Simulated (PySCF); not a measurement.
# diisobutylene: full NMR table

```yaml
Formula: C8H16
SMILES: C=C(C)CC(C)(C)C
Point_group_of_the_computed_structure: C1
Degrees_of_unsaturation: 1
Carbon_signals: 6
Proton_signals: 5
```

Atoms are numbered as in `[CH2:1]=[C:2]([CH3:3])[CH2:4][C:5]([CH3:6])([CH3:7])[CH3:8]` (H(Xn): hydrogen on atom n). Ha(C1) is cis to C3; Hb(C1) is trans to C3.

Fast rotation and ring inversion assumed for equivalent nuclei, in vacuum, non-relativistic, a single conformation. Shieldings: GIAO PBE/pcSseg-1; PBE0-D3(BJ)/def2-SVP structure; PySCF.

Chemical shifts δ = σref − σ; TMS for $^{1}$H and $^{13}$C, all at this level.

| carbon | δC, type | δH (multiplicity) | HMBC from (2–3 bonds) | span of the C tensor (ppm) |
| --- | --- | --- | --- | --- |
| C1 | 119.7, CH2 | Hb(C1) 4.85 (br s); Ha(C1) 5.29 (br s) | H(C4), H(C3) | 174 |
| C2 | 152.0, C | – | Ha(C1), Hb(C1), H(C4), H(C3) | 242 |
| C3 | 29.7, CH3 | 1.86 (s) | Ha(C1), Hb(C1), H(C4) | 50 |
| C4 | 54.4, CH2 | 1.87 (s) | Ha(C1), Hb(C1), H(C3), H(C6)/H(C7)/H(C8) | 37 |
| C5 | 34.6, C | – | H(C4), H(C6)/H(C7)/H(C8) | 12 |
| C6/C7/C8 | 31.9, CH3 | 0.95 (s) | H(C4), H(C6)/H(C7)/H(C8) | 49 |

- Carbon types of the structure: 2 × C, 2 × CH2, 4 × CH3, which accounts for all hydrogens.
- δC 152.0: fully substituted alkene carbon; as expected for a trigonal carbon in a double bond.
- δC 119.7: terminal =CH2 carbon; the olefinic region.
- δC 54.4: allylic sp3 CH2; a saturated carbon with 2 carbon neighbours and no heteroatom attached.
- δH 5.29, 4.85: hydrogen on a terminal =CH2 carbon; olefinic region.
- δH 1.87: hydrogen on an allylic sp3 CH2; allylic position.

Shifts are as computed. Against solution values, carbons near 30 ppm lie about +2 ppm off and those near 130 ppm about +2 ppm. Of 1211 compounds with measured shifts, 218 miss one by over three times the rms of a fit or turn the order of signals round; such compounds aren't used in these exercises. No couplings were computed; multiplicities are counted from neighbouring protons, with m where these are inequivalent, close in shift, in a saturated or five-membered ring or joined by F or P, and br s for small geminal =CH2 splittings.
